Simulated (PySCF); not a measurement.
States of one metal complex from SC-NEVPT2 in the d shell, PySCF, above the ground state:

| 2S+1 | degeneracy | energy / cm⁻¹ | f (electric dipole) |
| --- | --- | --- | --- |
| 3 | 1 | 0 | – |
| 3 | 3 | 8555 | 0 |
| 3 | 3 | 14564 | 0 |
| 1 | 2 | 16753 | – |
| 1 | 3 | 24402 | – |
| 3 | 3 | 27420 | 0 |
| 1 | 1 | 27966 | – |
| 1 | 3 | 31210 | – |
| 1 | 2 | 36687 | – |
| 1 | 3 | 37395 | – |
| 1 | 1 | 64586 | – |

Problem. Which of these complexes, all computed at model or optimised geometries, gave the data?
A. [VCl4]- (d2, tetrahedral)
B. [NiBr4]2- (d8, tetrahedral)
C. [Ni(H2O)6]2+ (d8, octahedral)
D. [Nb(NH3)6]3+ (d2, octahedral)

Solution. C. [Ni(H2O)6]2+ (d8, octahedral) has 3Ag, then 3Tg at 8555, 3Tg at 14564 cm⁻¹ (NEVPT2). The others: [VCl4]- (d2, tetrahedral) has 3A2, then 3T2 at 6832, 3T1 at 11367 cm⁻¹ (NEVPT2); [NiBr4]2- (d8, tetrahedral) has 3A'' (from 3T1), then 3A' (from 3T1) at 1277, 3A'' (from 3T1) at 1613 cm⁻¹ (NEVPT2); [Nb(NH3)6]3+ (d2, octahedral) has 3Eg (from 3T1g), then 3Ag (from 3T1g) at 643, 1Ag (from 1T2g) at 7423 cm⁻¹ (NEVPT2).

The d shell alone is too small an active space for [Nb(NH3)6]3+ (an active orbital has only 0.61 squared overlap with the free ion's shell): its levels, fitted parameters, g values and moments show what this model gives and aren't sound predictions.

On [Ni(H2O)6]2+: NEVPT2 lifts 3Tg from 6777 to 8555 cm⁻¹; on the d shell alone it tends to overshoot states that fill the eg-type orbitals.
